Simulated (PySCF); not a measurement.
# Li⁻ (lithium, charge -1) across methods

[He] 2s2, closed-shell 1S. All numbers are calculated (PySCF 2.14, no relativity, point nucleus, in dyall-av2z (11s7p, 32 functions)).

```
   method  E (hartree)  mean ε 1s (eV)  mean ε 2s (eV)  Σ⟨r²⟩ (bohr²)   ⟨S²⟩
   M06-2X      -7.5011         -55.048           0.170          80.16  0.000
      PBE      -7.4807         -46.973           0.880          78.73  0.000
      M06      -7.5055         -51.486           0.632          72.40  0.000
      LDA      -7.3654         -46.313           0.819          82.12  0.000
     MN15      -7.5250         -52.932           0.030          108.5  0.000
      UHF     -7.42809         -63.195          -0.390          86.16  0.000
     PBE0      -7.4852         -51.082           0.471          76.32  0.000
BHandHLYP      -7.4998         -55.373           0.191          78.77  0.000
```

(1) Estimate the same row for r2SCAN.

The highest occupied level is positive at M06-2X, PBE, r2SCAN, M06, LDA, MN15, PBE0, BHandHLYP: only the finite basis holds that electron, which in a density functional comes from self-interaction.

Answers

(1) E (hartree) = -7.4960; mean ε 1s (eV) = -48.741; mean ε 2s (eV) = 0.815; Σ⟨r²⟩ (bohr²) = 80.61; ⟨S²⟩ = 0.000.
